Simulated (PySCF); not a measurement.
# Ionising SrS

RHF-CCSD(T); basis Sr def2-SVPD with ECP28, S def2-SVPD; scalar-relativistic core potentials; PySCF 2.14. Neutral (RHF): singlet (closed shell), Re = 2.537 Å, ωe = 350 cm⁻¹, De = 2.87 eV.

SrS⁺ (UHF): doublet (π ↑), Re = 2.681 Å, ωe = 320 cm⁻¹, De = 2.29 eV to Sr⁺ + S. The energies at the minima are -428.01774 hartree for SrS and -427.79264 for SrS⁺.

(1) Work out the adiabatic ionisation energy, without and with harmonic zero-point energies (1 hartree = 27.2114 eV, 1 eV = 8065.5 cm⁻¹), and the change of the bond length.

SrS⁻ (UHF): doublet (σ ↑), Re = 2.628 Å, ωe = 319 cm⁻¹. The energies at the minima are -428.01774 hartree for SrS and -428.06256 for SrS⁻.

(2) Work out the adiabatic electron affinity, without and with harmonic zero-point energies (1 hartree = 27.2114 eV, 1 eV = 8065.5 cm⁻¹), and the change of the bond length.

Correlated steps freeze 5 core orbitals. Correlated levels converge slowly with the basis: in double zeta they bind strong bonds too weakly, by up to about 1 eV, and carry superposition errors of some tenths. Spin–orbit coupling is left out. For an ion De counts to the pair picked by the measured ionisation energies or electron affinities, which need not be the lowest pair at this level. Where the molecule has an RHF reference, its open-shell atoms are computed with UHF. The CCSD T1 diagnostic is raised in SrS, a sign that a single reference may not be enough there. States were picked by a PBE0 search and need not be the measured ground states.

Neutral and ion stand on different kinds of reference determinant, which adds to the error of the difference.

## Answers

(1) At CCSD(T): 0.22510 hartree = 6.125 eV between the minima; the zero-point term (320.0 − 350.0)/2 cm⁻¹ = -0.002 eV makes it 6.123 eV. Re changes by +14.4 pm against the neutral. The electron leaves a π orbital, and the longer bond of the ion fits a bonding orbital, or a change in how ionic the bond is.

(2) At CCSD(T): 0.04482 hartree = 1.220 eV between the minima; the zero-point term (350.0 − 319.0)/2 cm⁻¹ = +0.002 eV makes it 1.222 eV. Re changes by +9.1 pm against the neutral. The electron enters a σ orbital, and the longer bond of the ion fits an antibonding orbital, or a change in how ionic the bond is.
